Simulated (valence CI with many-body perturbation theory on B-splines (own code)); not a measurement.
**E1 line list for Lu39+**

Calculated by relativistic CI+MBPT: four valence electrons over a frozen Dirac-Fock core [Ar] 3d10, a basis of 11 s, 11 p, 9 d, 7 f, 5 g, 2 h, 1 i functions for each j, with the one-electron correlation potential Σ1, the two-electron term Σ2, the three-electron term Σ3, Breit, model QED; selected CI, second order for the rest (own B-spline code, finite nucleus).

The last digits are not significant, and no measured levels were compared; by estimate large intervals hold to a few tenths of a per cent, small ones and those within an open d or f shell to about a per cent.

Lines 101 to 150 of 242 in falling wavelength, among levels below 31.941 Ry, chosen from the strongest by gf and those to the six lowest levels. Wavelengths and rates use the calculated energies. Electric multipoles are in the length gauge, E1 and E2 with the static RPA response of the core. Weak lines are less certain than strong ones. Lines between different terms over intervals too small for the method are left out, as are lines whose strength nearly cancels. The highest levels of a list are the least certain.

Levels are named by their leading jj configuration (3d3/2^4 stands for four electrons in 3d with j = 3/2), which in mixed levels can hold well under half, so a name can repeat and another be missing. Letters in brackets count levels of one name in rising energy.

```
λ vac (Å)                           Upper                       Lower   A (s⁻¹)  log gf  Branch %
    74.82  (4s 4p1/2 4p3/2 4d5/2) J=2 [c]  (4s 4p1/2 4p3/2^2) J=2 [b]  5.22e+10   -0.66       8.8
    74.58          (4s^2 4p3/2 4d5/2) J=1          (4s^2 4p3/2^2) J=0  1.00e+11   -0.60      24.6
    74.44  (4s 4p1/2 4p3/2 4d3/2) J=1 [c]  (4s 4p1/2 4p3/2^2) J=2 [a]  2.88e+10   -1.14       4.5
    74.29          (4s^2 4p1/2 4f7/2) J=4      (4s 4p1/2 4p3/2^2) J=3  1.20e+11   -0.05      90.0
    73.87  (4s 4p1/2 4p3/2 4d5/2) J=1 [c]  (4s 4p1/2 4p3/2^2) J=1 [a]  3.09e+11   -0.12      54.0
    73.81  (4s 4p1/2 4p3/2 4d5/2) J=2 [a]  (4s 4p1/2 4p3/2^2) J=2 [a]  1.54e+11   -0.20      66.9
    73.68          (4s^2 4p1/2 4d5/2) J=2      (4s^2 4p1/2 4p3/2) J=2  3.63e+09   -1.83       0.8
    73.62  (4s 4p1/2 4p3/2 4d5/2) J=1 [b]      (4s 4p1/2 4p3/2^2) J=0  2.37e+11   -0.24      62.5
    73.49  (4s 4p1/2 4p3/2 4d5/2) J=1 [b]      (4s^2 4p1/2 4d5/2) J=2  6.80e+10   -0.78      17.9
    73.48  (4s 4p1/2 4p3/2 4d5/2) J=3 [b]      (4s 4p1/2 4p3/2^2) J=3  1.79e+11    0.01      72.5
    73.44  (4s 4p1/2 4p3/2 4d5/2) J=2 [c]  (4s 4p1/2 4p3/2^2) J=1 [a]  1.71e+11   -0.16      28.8
    73.31      (4s 4p1/2 4p3/2 4d5/2) J=0  (4s 4p1/2 4p3/2^2) J=1 [a]  2.29e+11   -0.73      32.6
    73.23  (4s 4p1/2 4p3/2 4d5/2) J=2 [d]  (4s 4p1/2 4p3/2^2) J=1 [b]  3.24e+11    0.11      33.1
    73.22  (4s 4p1/2 4p3/2 4d5/2) J=3 [e]  (4s 4p1/2 4p3/2^2) J=2 [b]  3.80e+11    0.33      41.3
    73.18          (4s 4p1/2^2 4d5/2) J=2      (4s 4p1/2^2 4p3/2) J=2  1.05e+11   -0.37      61.8
    73.02          (4s^2 4p1/2 4d5/2) J=3      (4s^2 4p1/2 4p3/2) J=2  2.78e+11    0.19      97.6
    72.98  (4s 4p1/2 4p3/2 4d3/2) J=2 [d]      (4s^2 4p1/2 4d5/2) J=2  1.25e+10   -1.30       0.9
    72.98          (4s^2 4p1/2 4f5/2) J=2  (4s 4p1/2 4p3/2^2) J=2 [a]  4.97e+10   -0.70       9.2
    72.89  (4s 4p1/2 4p3/2 4d3/2) J=3 [b]      (4s^2 4p1/2 4d3/2) J=2  2.37e+10   -0.88      55.4
    72.82  (4s 4p1/2 4p3/2 4d5/2) J=2 [b]      (4s 4p1/2 4p3/2^2) J=3  1.92e+11   -0.12      57.6
    72.69  (4s 4p1/2 4p3/2 4d5/2) J=2 [d]  (4s 4p1/2 4p3/2^2) J=2 [b]  1.63e+10   -1.19       1.7
    72.67  (4s 4p1/2 4p3/2 4d3/2) J=2 [b]      (4s^2 4p1/2 4d3/2) J=2  1.84e+11   -0.14      77.8
    72.55  (4s 4p1/2 4p3/2 4d5/2) J=3 [a]  (4s 4p1/2 4p3/2^2) J=2 [a]  2.10e+11    0.07      86.1
    72.37  (4s 4p1/2 4p3/2 4d5/2) J=1 [a]  (4s 4p1/2 4p3/2^2) J=2 [a]  9.23e+10   -0.66      33.7
    72.31  (4s 4p1/2 4p3/2 4d5/2) J=4 [c]      (4s^2 4p1/2 4d5/2) J=3  5.40e+11    0.58      96.2
    72.02           (4p1/2^2 4p3/2^2) J=2      (4s 4p1/2^2 4p3/2) J=1  3.56e+11    0.14      70.4
    71.96          (4s^2 4p1/2 4d5/2) J=2      (4s^2 4p1/2 4p3/2) J=1  4.25e+11    0.22      99.2
    71.93  (4s 4p1/2 4p3/2 4d3/2) J=1 [d]      (4s^2 4p1/2 4d3/2) J=1  1.82e+11   -0.37      14.2
    71.83          (4s 4p1/2 4p3/2^2) J=0      (4s^2 4p1/2 4p3/2) J=1  1.83e+11   -0.85     100.0
    71.64  (4s 4p1/2 4p3/2 4d5/2) J=3 [d]      (4s^2 4p1/2 4d5/2) J=2  6.56e+11    0.55      94.0
    71.39  (4s 4p1/2 4p3/2 4d5/2) J=2 [d]  (4s 4p1/2 4p3/2^2) J=1 [a]  2.05e+11   -0.11      21.0
    71.28  (4s 4p1/2 4p3/2 4d5/2) J=3 [c]      (4s 4p1/2 4p3/2^2) J=3  8.51e+10   -0.34      17.2
    71.24  (4s 4p1/2 4p3/2 4d5/2) J=2 [c]      (4s^2 4p1/2 4d5/2) J=3  2.19e+11   -0.08      36.9
    71.14  (4s 4p1/2 4p3/2 4d5/2) J=1 [c]      (4s 4p1/2 4p3/2^2) J=0  3.97e+10   -1.04       6.9
    71.05           (4p1/2^2 4p3/2^2) J=0      (4s 4p1/2^2 4p3/2) J=1  3.20e+11   -0.62      80.9
    71.02  (4s 4p1/2 4p3/2 4d5/2) J=4 [b]      (4s 4p1/2 4p3/2^2) J=3  1.29e+11   -0.06      90.0
    71.02  (4s 4p1/2 4p3/2 4d5/2) J=1 [c]      (4s^2 4p1/2 4d5/2) J=2  1.80e+11   -0.39      31.5
    70.94             (4p1/2 4p3/2^3) J=2  (4s 4p1/2 4p3/2^2) J=1 [b]  7.58e+10   -0.54       7.8
    70.89          (4s 4p1/2^2 4p3/2) J=1          (4s^2 4p1/2^2) J=0  2.30e+11   -0.28      86.7
    70.84          (4s^2 4p3/2 4d5/2) J=1          (4s^2 4p3/2^2) J=2  2.94e+11   -0.18      72.0
    70.84      (4s 4p1/2 4p3/2^2) J=1 [a]      (4s^2 4p1/2 4p3/2) J=2  4.12e+10   -1.03      12.2
    70.74          (4s^2 4p3/2 4d5/2) J=3          (4s^2 4p3/2^2) J=2  6.63e+11    0.54      94.8
    70.60  (4s 4p1/2 4p3/2 4d3/2) J=0 [b]      (4s^2 4p1/2 4d3/2) J=1  3.04e+11   -0.64      26.8
    70.47  (4s 4p1/2 4p3/2 4d3/2) J=1 [b]      (4s^2 4p1/2 4d3/2) J=2  6.02e+10   -0.87       6.5
    70.43             (4p1/2 4p3/2^3) J=2  (4s 4p1/2 4p3/2^2) J=2 [b]  7.16e+11    0.43      73.9
    70.39             (4p1/2 4p3/2^3) J=1  (4s 4p1/2 4p3/2^2) J=1 [b]  6.43e+11    0.16      51.1
    70.01  (4s 4p1/2 4p3/2 4d5/2) J=2 [b]  (4s 4p1/2 4p3/2^2) J=2 [a]  5.95e+10   -0.66      17.9
    69.89             (4p1/2 4p3/2^3) J=1  (4s 4p1/2 4p3/2^2) J=2 [b]  1.59e+11   -0.46      12.7
    69.78  (4s 4p1/2 4p3/2 4d5/2) J=3 [e]      (4s^2 4p1/2 4d5/2) J=3  3.11e+11    0.20      33.8
    69.61  (4s 4p1/2 4p3/2 4d3/2) J=1 [c]      (4s^2 4p1/2 4d3/2) J=2  3.45e+11   -0.12      53.3
```

Question: How does gf follow from A for the line at 74.82 Å?

Answer: gf = 1.4992 × (2J+1)_upper × A / σ², with σ = 1336561 cm⁻¹ and 2J+1 = 5: gf = 0.219.
